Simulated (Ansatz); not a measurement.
C2H7AlOSi (`[CH2]1O[SiH2][CH2][AlH]1`). Charge 0, multiplicity 1.

Cartesian coordinates in Å:
```
C -0.818 0.413 -1.384
O 0.262 1.219 -0.883
Si 1.287 0.573 0.250
C 0.239 -0.535 1.320
Al -1.239 -0.864 0.076
H -0.517 -0.065 -2.327
H -1.642 1.086 -1.646
H 1.924 1.730 0.927
H 2.346 -0.250 -0.411
H -0.134 0.000 2.201
H 0.749 -1.435 1.671
H -2.458 -1.872 0.206
```

(1) Give the diagnostics of a CCSD(T)/def2-TZVPP run (frozen core, Ansatz). (Estimate.)

Results:

(1) Ansatz gave: T1 = 0.0121, largest single amplitude 0.012, largest double 0.018, (T) share of the correlation energy 3.8 %, 10 CCSD cycles. The RHF solution is stable towards an unrestricted one. T1 lies under the customary mark of 0.02 for closed shells.
